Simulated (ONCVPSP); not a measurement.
**revPBE ONCV dataset for silicon (Si), scalar-relativistic all-electron reference.**

Si (Z = 14), optimised norm-conserving Vanderbilt (ONCV), made with ONCVPSP 4.0.1 (revPBE, scalar-relativistic). Core [He], reference 2s2 2p6 3s2 3p1 (charge +1). Waves: 2s+3s: rc 1.10 bohr, ncon 4, nbas 7, qcut 12 1/bohr, 2 projectors; 2p+3p: rc 1.10 bohr, ncon 3, nbas 7, qcut 12.6 1/bohr, 2 projectors. Local part: polynomial inside 0.90 bohr (lpopt 2, dvloc0 2 Ha). Core correction: none.

All-electron outer shells of the reference configuration (revPBE, scalar-relativistic, ld1.x):

| shell | level (eV) | outermost node (bohr) | outermost maximum (bohr) |
| --- | --- | --- | --- |
| 1s | -1796.02 | – | 0.07 |
| 2s | -149.12 | 0.15 | 0.45 |
| 2p | -105.04 | – | 0.39 |
| 3s | -19.01 | 0.72 | 1.75 |
| 3p | -11.64 | 0.71 | 2.04 |

Estimate the cutoffs (Ha) at which the residual kinetic energy of the hardest occupied pseudo-wave falls to 1 and 0.1 mHa per electron.

63 Ha and 71 Ha.

What does a ghost test show?

No bound ghost flagged; no localised positive-energy state flagged.

Tests: 2s2 2p6 3s2 3p2; 2s2 2p6 3s2 3p0; 2s2 2p6 3s1 3p0; 2s2 2p6 3s1 3p3. Which has the largest error in its energy relative to the reference configuration, and how large is it?

2s2 2p6 3s1 3p0, with -2.8 meV (all-electron minus pseudo) on +49.84 eV.
